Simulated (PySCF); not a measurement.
C9H7ClO.
Bonds: O1–C2 (double), C2–C3, C3–C4, C4–C5, C5–C6 (aromatic), C6–Cl7, C6–C8 (aromatic), C8–C9 (aromatic), C9–C10 (aromatic), C10–C11 (aromatic), C2–C11, C5–C11 (aromatic). Hydrogens: H12, H13 on C3; H14, H15 on C4; H16 on C8; H17 on C9; H18 on C10.

Computed by this run: PBE0-D3(BJ)/def2-SVP geometry optimisation, gas phase in PySCF 2.14.0; density fitting, grid level 1; the optimiser is geomeTRIC in internal coordinates, started from a GFN2-xTB structure with every atom displaced at random (about 0.01 Å).

The end geometry, which sets the zero of energy:
```
atom  x, y, z in Å
O1     -1.6354   -2.5048    0.4139
C2     -1.3466   -1.3476    0.2402
C3     -2.3235   -0.1803    0.1111
C4     -1.4819    1.0715   -0.1706
C5     -0.0595    0.5912   -0.1013
C6      1.1222    1.3170   -0.2366
Cl7     1.0575    3.0263   -0.5126
C8      2.3519    0.6651   -0.1492
C9      2.4073   -0.7164    0.0711
C10     1.2387   -1.4580    0.2083
C11     0.0218   -0.7840    0.1208
H12    -2.8909   -0.1091    1.0525
H13    -3.0589   -0.4069   -0.6752
H14    -1.6569    1.8841    0.5519
H15    -1.6853    1.5023   -1.1647
H16     3.2691    1.2472   -0.2557
H17     3.3824   -1.2045    0.1350
H18     1.2499   -2.5362    0.3812
```

Question: These geometries come from the run, each turned onto the end geometry. Order them by energy, lowest first.
A.
```
atom  x, y, z in Å
O1     -1.6476   -2.5180    0.1320
C2     -1.3464   -1.3548    0.1917
C3     -2.3204   -0.1799    0.1358
C4     -1.4829    1.0801   -0.1219
C5     -0.0586    0.5911   -0.0881
C6      1.1225    1.3069   -0.2764
Cl7     1.0506    3.0001   -0.6442
C8      2.3491    0.6551   -0.1790
C9      2.4105   -0.7097    0.1141
C10     1.2413   -1.4457    0.2786
C11     0.0249   -0.7781    0.1587
H12    -2.8860   -0.1326    1.0818
H13    -3.0579   -0.3829   -0.6605
H14    -1.6323    1.8680    0.6295
H15    -1.7153    1.5338   -1.0966
H16     3.2668    1.2326   -0.3388
H17     3.3872   -1.1922    0.1981
H18     1.2565   -2.5170    0.5054
```
B.
```
atom  x, y, z in Å
O1     -1.6219   -2.5162    0.3832
C2     -1.3481   -1.3520    0.2322
C3     -2.3215   -0.1800    0.1111
C4     -1.4831    1.0740   -0.1702
C5     -0.0613    0.5935   -0.1015
C6      1.1220    1.3162   -0.2391
Cl7     1.0581    3.0236   -0.5267
C8      2.3503    0.6624   -0.1497
C9      2.4078   -0.7174    0.0769
C10     1.2354   -1.4528    0.2154
C11     0.0176   -0.7813    0.1236
H12    -2.8756   -0.1092    1.0610
H13    -3.0675   -0.4030   -0.6666
H14    -1.6570    1.8838    0.5557
H15    -1.6893    1.5089   -1.1614
H16     3.2682    1.2438   -0.2598
H17     3.3823   -1.2067    0.1431
H18     1.2452   -2.5308    0.3927
```
C.
```
atom  x, y, z in Å
O1     -1.6248   -2.5280    0.2487
C2     -1.3518   -1.3556    0.1988
C3     -2.3231   -0.1768    0.1271
C4     -1.4814    1.0754   -0.1545
C5     -0.0601    0.5880   -0.1031
C6      1.1213    1.3096   -0.2665
Cl7     1.0510    3.0107   -0.5881
C8      2.3533    0.6641   -0.1621
C9      2.4029   -0.7100    0.1001
C10     1.2365   -1.4534    0.2493
C11     0.0192   -0.7828    0.1441
H12    -2.8698   -0.1078    1.0811
H13    -3.0751   -0.3942   -0.6455
H14    -1.6332    1.8713    0.5915
H15    -1.7039    1.5275   -1.1343
H16     3.2705    1.2428   -0.2894
H17     3.3778   -1.1957    0.1811
H18     1.2526   -2.5284    0.4418
```
D.
```
atom  x, y, z in Å
O1     -1.6209   -2.5193    0.4623
C2     -1.3469   -1.3469    0.2570
C3     -2.3322   -0.1844    0.0828
C4     -1.4347    1.0762   -0.1460
C5     -0.0572    0.5829   -0.1102
C6      1.1131    1.3129   -0.2527
Cl7     1.0687    3.0114   -0.5382
C8      2.3562    0.6628   -0.1741
C9      2.3924   -0.7076    0.0792
C10     1.2309   -1.4520    0.2214
C11     0.0083   -0.7894    0.1388
H12    -2.9252   -0.1089    0.9938
H13    -3.0084   -0.3882   -0.7507
H14    -1.6516    1.8344    0.6309
H15    -1.6862    1.5279   -1.1095
H16     3.2501    1.2371   -0.2790
H17     3.3586   -1.1852    0.1181
H18     1.2470   -2.5069    0.3962
```

Answer: B (0.002 eV), C (0.014 eV), A (0.044 eV), D (0.114 eV).

In the order of the answer:

```json
{"step": "5", "E above end (eV)": "0.002", "largest force (eV/Å)": "0.17", "rms force component (eV/Å)": "0.044", "rms distance from end (Å)": "0.012", "rms bond change (Å)": "0.000", "bond most changed (Å)": "C2–C3 +0.001"}
{"step": "2", "E above end (eV)": "0.014", "largest force (eV/Å)": "0.25", "rms force component (eV/Å)": "0.057", "rms distance from end (Å)": "0.055", "rms bond change (Å)": "0.001", "bond most changed (Å)": "C2–C11 +0.002"}
{"step": "1", "E above end (eV)": "0.044", "largest force (eV/Å)": "0.53", "rms force component (eV/Å)": "0.125", "rms distance from end (Å)": "0.094", "rms bond change (Å)": "0.002", "bond most changed (Å)": "C8–H16 +0.005"}
{"step": "0", "E above end (eV)": "0.114", "largest force (eV/Å)": "2.00", "rms force component (eV/Å)": "0.528", "rms distance from end (Å)": "0.047", "rms bond change (Å)": "0.016", "bond most changed (Å)": "C4–C5 -0.039"}
```

What follows is the cost of the whole optimisation. On Intel Xeon Platinum 8488C, 2 threads (shared host), this took 89 s wall, 3.9 min CPU and 1.2 GiB of memory at its peak.
